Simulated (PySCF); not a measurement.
Compound: SnMe2, C₂H₆Sn.
SMILES: `[CH3][Sn][CH3]`

Method used: TDDFT CAM-B3LYP/def2-SVPD, vertical, gas phase, core orbitals frozen in the response, def2 core potentials past Kr (PySCF). Isolated species at its PBE0-D3(BJ)/def2-SVP geometry, gas phase. Spin–orbit coupling is left out.

Q: List the vertical singlet excitations with oscillator strengths and describe the spectrum.

A: 

```json
{"state": "S1", "E (eV)": "2.39", "λ (nm)": "518.3", "f": "0.022", "|μ| (D)": "1.55", "main configurations (H = HOMO, L = LUMO)": "H→L (99%)"}
{"state": "S2", "E (eV)": "3.73", "λ (nm)": "332.3", "f": "0.0000", "|μ| (D)": "0.00", "main configurations (H = HOMO, L = LUMO)": "H-1→L (99%)"}
{"state": "S3", "E (eV)": "5.61", "λ (nm)": "221.1", "f": "0.290", "|μ| (D)": "3.69", "main configurations (H = HOMO, L = LUMO)": "H→L+1 (96%)"}
{"state": "S4", "E (eV)": "5.68", "λ (nm)": "218.4", "f": "0.0012", "|μ| (D)": "0.24", "main configurations (H = HOMO, L = LUMO)": "H→L+2 (98%)"}
{"state": "S5", "E (eV)": "6.10", "λ (nm)": "203.1", "f": "0.359", "|μ| (D)": "3.94", "main configurations (H = HOMO, L = LUMO)": "H→L+3 (93%)"}
{"state": "S6", "E (eV)": "6.92", "λ (nm)": "179.2", "f": "0.013", "|μ| (D)": "0.71", "main configurations (H = HOMO, L = LUMO)": "H-1→L+2 (78%), H-1→L+3 (12%)"}
{"state": "S7", "E (eV)": "6.95", "λ (nm)": "178.4", "f": "0.201", "|μ| (D)": "2.76", "main configurations (H = HOMO, L = LUMO)": "H-1→L+1 (69%), H→L+4 (22%)"}
{"state": "S8", "E (eV)": "7.32", "λ (nm)": "169.4", "f": "0.019", "|μ| (D)": "0.84", "main configurations (H = HOMO, L = LUMO)": "H→L+4 (63%), H-1→L+1 (20%), H→L+7 (13%)"}
{"state": "S9", "E (eV)": "7.34", "λ (nm)": "168.8", "f": "0.0037", "|μ| (D)": "0.36", "main configurations (H = HOMO, L = LUMO)": "H→L+7 (81%), H→L+4 (10%)"}
{"state": "S10", "E (eV)": "7.43", "λ (nm)": "166.8", "f": "0.0037", "|μ| (D)": "0.36", "main configurations (H = HOMO, L = LUMO)": "H→L+6 (58%), H→L+5 (39%)"}
```

Triplets, Tamm–Dancoff:

| state | E (eV) | λ (nm) | main configurations (H = HOMO, L = LUMO) |
| --- | --- | --- | --- |
| T1 | 1.48 | 840.4 | H→L (98%) |
| T2 | 3.43 | 361.7 | H-1→L (99%) |
| T3 | 4.55 | 272.6 | H→L+1 (89%) |
| T4 | 5.33 | 232.5 | H→L+2 (52%), H→L+3 (34%) |

The lowest singlet comes at 518 nm (231 kJ/mol) in the visible; it is weak; its leading configuration is HOMO→LUMO (99%). The most intense listed level is S5 at 6.10 eV (203 nm, f = 0.359), 3.71 eV above S1. Löwdin shares by element: HOMO tin 62%, carbon 30%; LUMO tin 78%, carbon 16%. Weighted by f, the mean energy of these states is 6.09 eV. Of the 10 states listed, 6 reach f = 0.01 and 1 stays under 0.0005. The listed states span 5.04 eV, and the widest gap between neighbours is 1.88 eV (S2 to S3). S1 lies in the visible range (380 to 750 nm), at 518 nm, f = 0.022; light of that wavelength is green, and its complementary colour is purple. All these states lie below the vertical ionisation energy of 8.09 eV (ΔSCF). Only the lowest 10 singlets were computed, as vertical energies without vibronic structure.
